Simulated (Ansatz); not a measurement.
Geometry optimisation, Ansatz, RKS PBE-D4/def2-SVP.

input.yaml

```yaml
crystal:
  periodic: [false, false, false]
  atoms:
    - { symbol: Hf, position_ang: [-1.049267, 0.067853, -0.164963] }
    - { symbol: Br, position_ang: [3.195179, -0.083416, -0.121835] }
    - { symbol: Cl, position_ang: [-0.708096, -1.623874, -1.735789] }
    - { symbol: Cl, position_ang: [-3.184764, -0.050225, 0.781527] }
    - { symbol: Cl, position_ang: [-0.579426, 2.207319, -0.969712] }
    - { symbol: H, position_ang: [2.091413, -0.240911, 0.859433] }
    - { symbol: H, position_ang: [0.234862, -0.276746, 1.351338] }
basis:
  gaussian: { orbitals: def2-SVP }
hamiltonian:
  xc: pbe
  dispersion: d4
relax:
  f_tol: 0.03
  max_steps: 50
```

Run as:

```bash
$ ansatz run input.yaml --threads 4 --pin off --max-ram 5120MiB --backend cpu --events-out ev --progress --plain --runs-dir out
```

Question: Where does it end, and by what steps?

Answer: It converged. The force dipped under the threshold on the way, but the program's further checks kept it going. After 25 steps the energy has fallen by 1.909 eV; H6 moved furthest, 2.15 Å. Parted: Hf1–H7 (2.02 → 4.32 Å), Br2–H6 (1.49 → 3.54 Å). Joined: Hf1–Br2 (4.25 → 2.48 Å), H6–H7 (1.92 → 0.77 Å).

| step | energy less start (eV) | largest force component (eV/Å) | accepted |
| --- | --- | --- | --- |
| 0 | 0.0000 | 0.999 | yes |
| 1 | 0.0048 | 1.803 | no |
| 2 | -0.1327 | 0.176 | yes |
| 3 | -0.1528 | 0.122 | yes |
| 4 | -0.1757 | 0.203 | yes |
| 5 | -0.2092 | 0.280 | yes |
| 6 | -0.2759 | 0.655 | yes |
| 7 | -0.4306 | 1.095 | yes |
| 8 | -0.6772 | 1.328 | yes |
| 9 | -0.9190 | 1.618 | yes |
| 10 | -1.2909 | 0.692 | yes |
| 11 | -1.4503 | 1.156 | yes |
| 12 | -1.5463 | 0.300 | yes |
| 13 | -1.5564 | 0.378 | yes |
| 14 | -1.5640 | 0.554 | yes |
| 15 | -1.5806 | 0.248 | yes |
| 16 | -1.6344 | 0.126 | yes |
| 17 | -1.7193 | 0.243 | yes |
| 18 | -1.8020 | 0.422 | yes |
| 19 | -1.8693 | 0.560 | yes |
| 20 | -1.8961 | 0.205 | yes |
| 21 | -1.8690 | 1.288 | no |
| 22 | -1.9048 | 0.106 | yes |
| 23 | -1.9080 | 0.082 | yes |
| 24 | -1.9088 | 0.016 | yes |
| 25 | -1.9090 | 0.008 | yes |

```xyz
7
Properties=species:S:1:pos:R:3
Hf -0.424 0.250 -1.163
Br 1.983 0.057 -0.575
Cl -0.954 -1.365 -2.765
Cl -1.725 -0.084 0.750
Cl -0.833 2.381 -2.028
H 1.358 -0.623 2.840
H 0.596 -0.616 2.940
```

Whether the end is a true minimum wasn't checked by a vibrational analysis.

The run took 86 s on 4 threads of Arm Neoverse N1, on a shared host, peak memory 0.22 GiB.
